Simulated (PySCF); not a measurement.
TDDFT excited states: C2H12NPSi2

C2H12NPSi2.
InChI=1S/C2H12NPSi2/c1-3-6-4-5-2/h3-4H,5-6H2,1-2H3

Computed with PySCF, TDDFT PBE0/def2-SVPD, vertical, gas phase, core orbitals frozen in the response. Isolated species at its GFN2-xTB geometry (one conformer only). Torsions of this conformer, `[CH3:1][NH:2][SiH2:3][PH:4][SiH2:5][CH3:6]`: C1–N2–Si3–P4 175°, N2–Si3–P4–Si5 79°, Si3–P4–Si5–C6 -72°.

```tsv
state	E (eV)	ν̃ (cm⁻¹)	f	main configurations (H = HOMO, L = LUMO)
S1	5.59	45070	0.0043	H→L (90%)
S2	5.89	47550	0.026	H-1→L (84%)
S3	6.19	49960	0.029	H→L+1 (75%)
S4	6.35	51260	0.033	H→L+2 (47%), H-1→L+1 (37%)
S5	6.42	51780	0.025	H-1→L+1 (49%), H→L+2 (36%)
S6	6.55	52860	0.039	H-1→L+2 (86%)
```

Triplets (Tamm–Dancoff): T1 5.23 eV, H-1→L (47%), H→L (33%); T2 5.42 eV, H→L (49%), H-1→L (25%), H→L+1 (16%).

The lowest singlet lies at 5.59 eV (222 nm, ultraviolet) and is very weak; its leading configuration is HOMO→LUMO (90%). The most intense listed level is S6 at 6.55 eV (189 nm, f = 0.039), 0.97 eV above S1. It is the last of those listed, so stronger ones may follow. Löwdin shares by element: HOMO nitrogen 51%, carbon 10% or more, silicon 9% or more, phosphorus 8% (atoms not listed hold the other 21%); LUMO silicon 28%, phosphorus 21%, carbon 8% or more (atoms not listed hold the other 43%). The listed states span 0.97 eV. Weighted by f, the mean energy of these states is 6.29 eV. Of the 6 states listed, 5 reach f = 0.01 and none stays under 0.0005. Singlets were solved by full linear response, triplets in the Tamm–Dancoff approximation.
